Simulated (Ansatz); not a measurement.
Ag₃Au. Total charge 0; triplet. Geometry B3LYP-D4/def2-SVP; atoms count from 1.

| atom | x (Å) | y (Å) | z (Å) |
| --- | --- | --- | --- |
| Au1 | 0.0761 | 1.3635 | 0.6268 |
| Ag2 | 1.8617 | 0.4722 | -1.2530 |
| Ag3 | -0.0760 | -1.3638 | -0.6267 |
| Ag4 | -1.8618 | -0.4718 | 1.2530 |

In the def2 sets Ag, Au take a core potential; there is no spin–orbit coupling. At PBE0-D4/def2-TZVP a singlet of charge 0 lies 0.87 eV below the triplet, each at its own geometry. The structure comes from a short search, and lower isomers may exist.

Question: Estimate the Mulliken populations from the PBE0/def2-TZVP orbitals of Ansatz.

Answer: 
```
atom  charge (e)  spin (α − β)  d electrons
 Au1        0.03          0.54         9.79
 Ag2       -0.03          0.49         9.95
 Ag3        0.02          0.48         9.92
 Ag4       -0.03          0.49         9.95
```
Mulliken values and Mayer orders depend strongly on the basis.

Question: Where does the spin sit?

Answer: Summed by element: Au 0.54, Ag 1.46, of 2 unpaired in all. Largest on single atoms: Au1 0.54, Ag2 0.49, Ag4 0.49.

Question: And the Mayer bond orders between bonded heavy atoms (over 0.3)?

Answer: Au1–Ag2 0.46 (2.74 Å); Au1–Ag4 0.46 (2.74 Å); Ag2–Ag3 0.54 (2.74 Å); Ag3–Ag4 0.54 (2.74 Å).
